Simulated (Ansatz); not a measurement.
Geometry optimisation, Ansatz, RKS PBE-D4/def2-SVP.

Input:

```yaml
crystal:
  periodic: [false, false, false]
  atoms:
    - { symbol: Ge, position_ang: [0.615517, 0.044167, 0.235532] }
    - { symbol: H, position_ang: [0.421063, 0.724514, -1.101798] }
    - { symbol: Se, position_ang: [-1.596988, -0.841891, 0.137883] }
    - { symbol: H, position_ang: [0.852488, 1.015117, 1.415248] }
    - { symbol: H, position_ang: [1.662227, -1.090379, 0.217506] }
    - { symbol: H, position_ang: [-1.954307, 0.148573, -0.90437] }
basis:
  gaussian: { orbitals: def2-SVP }
hamiltonian:
  xc: pbe
  dispersion: d4
relax:
  f_tol: 0.03
  max_steps: 50
```

Launched with:

```bash
$ ansatz run input.yaml --threads 2 --pin off --max-ram 3072MiB --backend cpu --events-out ev --progress --plain --runs-dir out
```

Task: Where does it end, and by what steps?

Result: The run converged. After 9 steps the energy has fallen by 0.197 eV; H6 moved furthest, 0.59 Å.

```csv
step,energy less start (eV),largest force component (eV/Å),accepted
0,0.0000,0.602,yes
1,-0.1393,0.205,yes
2,-0.1624,0.161,yes
3,-0.1778,0.061,yes
4,-0.1901,0.039,yes
5,-0.1523,1.109,no
6,-0.1947,0.035,yes
7,-0.1966,0.048,yes
8,-0.1932,0.120,no
9,-0.1970,0.003,yes
```

```xyz
6
Properties=species:S:1:pos:R:3
Ge 0.592 0.049 0.088
H 0.957 0.785 -1.227
Se -1.516 -1.035 -0.106
H 0.594 1.055 1.269
H 1.596 -1.097 0.360
H -2.222 0.243 -0.384
```

The run took 8.5 s on 2 threads of Intel(R) Xeon(R) Platinum 8488C (Sapphire Rapids), with other jobs on the host, peak memory 0.14 GiB.
